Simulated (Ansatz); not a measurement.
`C[Si](C)(C)C#Cc1ccc(-c2ccc(-c3ccc(C#C[Si](C)(C)C)nc3)nc2)nc1` with charge +1: single points at one geometry.

```yaml
crystal:
  periodic: [false, false, false]
  atoms:
    - {symbol: C, position_ang: [-10.750357, 0.645260, 1.397335]}
    - {symbol: Si, position_ang: [-10.072563, -0.045577, -0.212951]}
    - {symbol: C, position_ang: [-10.619358, -1.827826, -0.448704]}
    - {symbol: C, position_ang: [-10.616015, 1.010086, -1.668530]}
    - {symbol: C, position_ang: [-8.228528, -0.013667, -0.125277]}
    - {symbol: C, position_ang: [-7.001382, -0.002066, -0.057599]}
    - {symbol: C, position_ang: [-5.584508, 0.007799, 0.010428]}
    - {symbol: C, position_ang: [-4.888781, -0.144637, 1.227809]}
    - {symbol: C, position_ang: [-3.500697, -0.130392, 1.228214]}
    - {symbol: C, position_ang: [-2.806804, 0.033956, 0.011758]}
    - {symbol: C, position_ang: [-1.332241, 0.052131, -0.068891]}
    - {symbol: C, position_ang: [-0.689139, 0.274282, -1.300320]}
    - {symbol: C, position_ang: [0.697210, 0.285923, -1.362789]}
    - {symbol: C, position_ang: [1.446245, 0.071238, -0.187331]}
    - {symbol: C, position_ang: [2.923558, 0.064351, -0.174523]}
    - {symbol: C, position_ang: [3.708605, 0.191533, -1.334122]}
    - {symbol: C, position_ang: [5.093515, 0.174315, -1.231458]}
    - {symbol: C, position_ang: [5.681001, 0.027741, 0.043220]}
    - {symbol: C, position_ang: [7.103452, 0.004014, 0.177113]}
    - {symbol: C, position_ang: [8.328283, -0.013341, 0.262721]}
    - {symbol: Si, position_ang: [10.163394, -0.046987, 0.455388]}
    - {symbol: C, position_ang: [10.669431, 1.423535, 1.509598]}
    - {symbol: C, position_ang: [10.946310, 0.061841, -1.249622]}
    - {symbol: C, position_ang: [10.635189, -1.658658, 1.297538]}
    - {symbol: N, position_ang: [4.941399, -0.095088, 1.165261]}
    - {symbol: C, position_ang: [3.619476, -0.076766, 1.047781]}
    - {symbol: N, position_ang: [0.832731, -0.140295, 0.992478]}
    - {symbol: C, position_ang: [-0.492147, -0.148265, 1.045403]}
    - {symbol: N, position_ang: [-3.471560, 0.185147, -1.150654]}
    - {symbol: C, position_ang: [-4.794965, 0.173812, -1.153288]}
    - {symbol: H, position_ang: [-11.853212, 0.641465, 1.389518]}
    - {symbol: H, position_ang: [-10.415837, 0.046245, 2.259507]}
    - {symbol: H, position_ang: [-10.416034, 1.682772, 1.557714]}
    - {symbol: H, position_ang: [-10.283793, -2.461325, 0.387933]}
    - {symbol: H, position_ang: [-10.206350, -2.251234, -1.378220]}
    - {symbol: H, position_ang: [-11.718933, -1.893263, -0.504700]}
    - {symbol: H, position_ang: [-10.202397, 0.626478, -2.614965]}
    - {symbol: H, position_ang: [-10.280124, 2.052923, -1.552153]}
    - {symbol: H, position_ang: [-11.715377, 1.015459, -1.756569]}
    - {symbol: H, position_ang: [-5.447194, -0.270742, 2.158974]}
    - {symbol: H, position_ang: [-2.963520, -0.245267, 2.171439]}
    - {symbol: H, position_ang: [-1.304141, 0.434440, -2.189007]}
    - {symbol: H, position_ang: [1.189852, 0.465962, -2.320717]}
    - {symbol: H, position_ang: [3.248500, 0.297466, -2.319853]}
    - {symbol: H, position_ang: [5.728546, 0.268753, -2.115404]}
    - {symbol: H, position_ang: [10.376327, 2.373602, 1.034970]}
    - {symbol: H, position_ang: [10.191348, 1.381593, 2.501293]}
    - {symbol: H, position_ang: [11.762230, 1.439766, 1.657884]}
    - {symbol: H, position_ang: [12.046590, 0.044246, -1.175842]}
    - {symbol: H, position_ang: [10.656475, 0.993079, -1.762399]}
    - {symbol: H, position_ang: [10.636304, -0.783381, -1.884946]}
    - {symbol: H, position_ang: [11.727038, -1.719165, 1.441230]}
    - {symbol: H, position_ang: [10.155922, -1.742631, 2.285984]}
    - {symbol: H, position_ang: [10.322271, -2.527990, 0.697403]}
    - {symbol: H, position_ang: [3.035121, -0.179416, 1.968196]}
    - {symbol: H, position_ang: [-0.917618, -0.332360, 2.039920]}
    - {symbol: H, position_ang: [-5.292728, 0.299093, -2.123145]}
basis:
  gaussian: {orbitals: def2-TZVP, fitting: {mean_field: def2-universal-jkfit}}
total_charge: 1
magnetization: {spin_polarized: true, initial_magnetization: 1}
hamiltonian: {xc: pbe0, dispersion: d4}
scf: {omitted_lower_state_checks: [starts]}
output: {orbitals: {seedname: orbitals}}
```

The file start.molden holds the orbitals of an earlier run on this structure, at another level or in another basis.

```sh
$ ansatz run in.yaml --threads 2 --pin off --events-out ev --progress --plain --max-ram 32768MiB --backend cuda --devices 0, --max-vram 18GiB
```

It prints (some lines left out):

```
Functional definition: PBE0
2848 factors; integrals over basis functions are off by at most 4.0e-1 eV
mean field evaluation 1: about -46504.6467 eV, gradient 1.0e2 eV
mean field evaluation 2: about -46502.2462 eV, gradient 9.9e1 eV
mean field evaluation 4: about -46549.7263 eV, gradient 1.2e1 eV
mean field evaluation 8: about -46550.7203 eV, gradient 6.8e-1 eV
mean field evaluation 16: about -46550.7140 eV, gradient 1.3e-2 eV
mean field -46550.71398141 eV, -1710.7071856095 hartree, gradient 3.1e-5 eV, S^2 0.771285; 0 other end points of the search recorded, 0 dependent functions left out
reference -46550.71407332 eV, -1710.7071889874 hartree; 113, 112 occupied and 991, 992 virtual orbitals, 2848 factors
Total energy: -46552.35703476 eV, -1710.7675667066 hartree
Checks for a lower state left out: starts
```

Hardware: 2 threads of AMD EPYC 7R13 on a shared host and a share (18 GiB) of an NVIDIA H100 80GB HBM3. Wall time 19 s, peak host memory 1.8 GiB.

As the first input, with `gaussian: {orbitals: def2-TZVP, fitting: {mean_field: def2-universal-jkfit}, initial_orbitals: start.molden}`, `hamiltonian: {xc: pbe, dispersion: d4}` (abridged; 13 s):

```
Functional definition: PBE
mean field -46546.91404676 eV, -1710.5675405869 hartree, gradient 7.3e-6 eV, S^2 0.752234
Total energy: -46548.82228948 eV, -1710.6376672135 hartree
Checks for a lower state left out: starts
```

Geometry: r2SCAN-D4/def2-SVP, that of the neutral singlet.

Single mean-field runs in def2-TZVP are fitted with def2-universal-jkfit.
